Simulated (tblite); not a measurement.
Isomers of C7H13O2P. Calculated harmonic vibrations of the isolated species, GFN2-xTB (tblite), most abundant isotopes, no scaling. The method is semi-empirical: single wavenumbers can be off by several per cent or more. One conformer each.

Electronic energies: GFN2-xTB at the same geometries; isomer energies are rough at this level and their order can be wrong.

| SMILES | electronic energy, lowest = 0 (kcal/mol) |
| --- | --- |
| C=CC[P@@](C)(=O)CC(C)=O | 23.9 |
| O=[P@](O)(C1CCC1)C1CC1 | 1.5 |
| C=C[C@@H]1C[P@@]1(=O)CCOC | 57.0 |
| CC[P@@]1(=O)CCC=C1OC | 12.6 |
| CCP1(=O)CCC(=O)CC1 | 0.0 |

Task: How do GFN2-xTB zero-point energies change the relative energies?

Result: 
| SMILES | ZPE (kcal/mol) | of it from modes above 1550 cm⁻¹ | electronic (kcal/mol) | with ZPE, lowest = 0 (kcal/mol) | lowest mode (cm⁻¹) | rings |
| --- | --- | --- | --- | --- | --- | --- |
| CCP1(=O)CCC(=O)CC1 | 118.8 | 58.0 | 0.0 | 0.0 | 51 | 1 |
| O=[P@](O)(C1CCC1)C1CC1 | 119.0 | 57.1 | 1.5 | 1.8 | 42 | 2 |
| CC[P@@]1(=O)CCC=C1OC | 118.0 | 58.0 | 12.6 | 11.8 | 59 | 1 |
| C=CC[P@@](C)(=O)CC(C)=O | 115.4 | 61.1 | 23.9 | 20.5 | 49 | 0 |
| C=C[C@@H]1C[P@@]1(=O)CCOC | 116.7 | 58.3 | 57.0 | 55.0 | 53 | 1 |

The zero-point energies span 3.6 kcal/mol, from `C=CC[P@@](C)(=O)CC(C)=O` to `O=[P@](O)(C1CCC1)C1CC1`. The order is unchanged.

Task: What do entropy and thermal enthalpy add at 298.15 K and 1 bar (rigid rotor, harmonic oscillator, one conformer each)?

Result: 
```tsv
SMILES	point group	symmetry number	S (cal/(mol K))	H − H(0) (kcal/mol)	ZPE + H − H(0) − TS (kcal/mol)
CCP1(=O)CCC(=O)CC1	C1	1	104.2	7.70	95.4
O=[P@](O)(C1CCC1)C1CC1	C1	1	105.5	7.67	95.2
CC[P@@]1(=O)CCC=C1OC	C1	1	106.7	8.11	94.3
C=CC[P@@](C)(=O)CC(C)=O	C1	1	112.6	8.79	90.6
C=C[C@@H]1C[P@@]1(=O)CCOC	C1	1	108.7	8.28	92.6
```
